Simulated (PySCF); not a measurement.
# Radial density of Se⁺ (selenium, charge +1)

UHF, [Ar] 3d10 4s2 4p3, high-spin 4S determinant. Computed with PySCF 2.14 in def2-TZVP (6s5p4d1f, 48 functions), with the non-relativistic Hamiltonian (point nucleus).

| r (bohr) | 4πr²ρ (e/bohr) | 4πr²(ρα − ρβ) |
| --- | --- | --- |
| 0.000622 | 0.1258 | 0.0000 |
| 0.00105 | 0.3467 | 0.0000 |
| 0.00176 | 0.9323 | 0.0000 |
| 0.00296 | 2.434 | 0.0000 |
| 0.00497 | 6.001 | -0.0001 |
| 0.00837 | 13.50 | 0.0000 |
| 0.0141 | 25.97 | 0.0007 |
| 0.0237 | 38.80 | 0.0055 |
| 0.0398 | 40.09 | 0.0262 |
| 0.0670 | 33.95 | 0.0806 |
| 0.113 | 45.60 | 0.1117 |
| 0.190 | 41.88 | -0.0099 |
| 0.319 | 26.49 | 0.1257 |
| 0.536 | 31.78 | 0.1743 |
| 0.902 | 10.68 | 0.1627 |
| 1.52 | 3.654 | 1.6073 |
| 2.55 | 1.537 | 1.0550 |
| 4.29 | 0.09503 | 0.0765 |
| 7.22 | 0.0004959 | 0.0005 |

(1) Where is the radial spin density 4πr²(ρα − ρβ) most negative, and why is it negative at all?

Answers

(1) Around r = 0.190 bohr, down to -0.0099 e/bohr: exchange with the open shell polarises the paired shells in an unrestricted calculation.
